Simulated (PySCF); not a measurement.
Al(H)2(OtBu), SMILES CC(C)(C)[O][AlH2] (C₄H₁₁AlO) (GFN2-xTB optimised geometry):

```
17

Al     0.951    -1.654     0.000
H      0.184    -2.982     0.002
H      2.485    -1.654     0.000
O      0.133    -0.237     0.000
C     -0.570     0.979     0.001
C     -1.909     0.771     0.712
C      0.266     2.028     0.739
C     -0.801     1.411    -1.449
H     -2.477     1.698     0.733
H     -1.735     0.437     1.733
H     -2.485     0.009     0.194
H      0.449     1.699     1.760
H     -0.252     2.982     0.760
H      1.224     2.151     0.240
H     -1.374     0.649    -1.973
H      0.155     1.532    -1.954
H     -1.344     2.352    -1.485
```

Method: B3LYP/def2-SVP in PySCF.

Question: What are the frontier orbital energies and the dipole moment?

Answer: HOMO-2 -8.47 eV, HOMO-1 -7.91 eV, HOMO -7.25 eV, LUMO -0.80 eV, LUMO+1 0.71 eV; dipole moment 1.43 D.

On the same geometry PBE/def2-SVP run with PySCF 2.14.0 gives HOMO-2 -7.29 eV, HOMO-1 -6.73 eV, HOMO -6.06 eV, LUMO -1.37 eV, LUMO+1 0.16 eV; dipole moment 1.51 D.

Meta-Löwdin charges at B3LYP/def2-SVP: Al1 0.71, H2 -0.19, H3 -0.19, O4 -0.61, C5 0.29, C6 -0.29, C7 -0.29, C8 -0.29, H9 0.09, H10 0.09, H11 0.10, H12 0.09, H13 0.09, H14 0.10, H15 0.09, H16 0.09, H17 0.09.
